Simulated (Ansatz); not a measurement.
Reaction (ligand exchange at a B–O bond): `B[O][GaH2]` + `CB(N)N` → `BNB(C)N` + `[OH][GaH2]`

Program: Ansatz. Geometries: PBE0-D4/def2-TZVP. ΔE: electronic, gas phase. CCSD(T)/CBS adds triple-zeta CCSD(T) − MP2 to the extrapolated MP2 energy (def2 sets, frozen cores). DFT in def2-TZVPP. HSE06 is defined as in plane-wave codes. For Ga outer-core shells are correlated without core-valence functions, which leaves a few kJ/mol of doubt a bond. Scalar relativity is left out up to krypton. Each species was taken in one conformer, which may not be the lowest.

| level | ΔE (kJ/mol) | difference from CCSD(T)/CBS |
| --- | --- | --- |
| B97M-V | 3.1 | 3.6 |
| PBE-QIDH | 2.9 | 3.4 |
| r2SCAN | 2.6 | 3.1 |
| PBE0 | 2.3 | 2.8 |
| r2SCANh | 3.4 | 3.9 |
| HSE06 | 2.3 | 2.8 |
| CCSD(T)/def2-SVP | 5.6 | 6.1 |
| SCS-MP2/def2-TZVPP | 4.6 | 5.1 |
| CCSD/def2-TZVPP | 4.6 | 5.1 |
| HF/CBS(def2) | 20.0 | 20.5 |
| CCSD(T)/CBS | -0.5 | 0 |

Largest T1 diagnostic among the species: 0.016.

At CCSD(T), def2-SVP lies +6.1 kJ/mol from the extrapolated value and def2-TZVPP +2.4 kJ/mol. In def2-TZVPP, CCSD(T) changes the Hartree–Fock value by −17.7 kJ/mol (the triples alone add −2.8 kJ/mol) and MP2 by −18.2 kJ/mol.
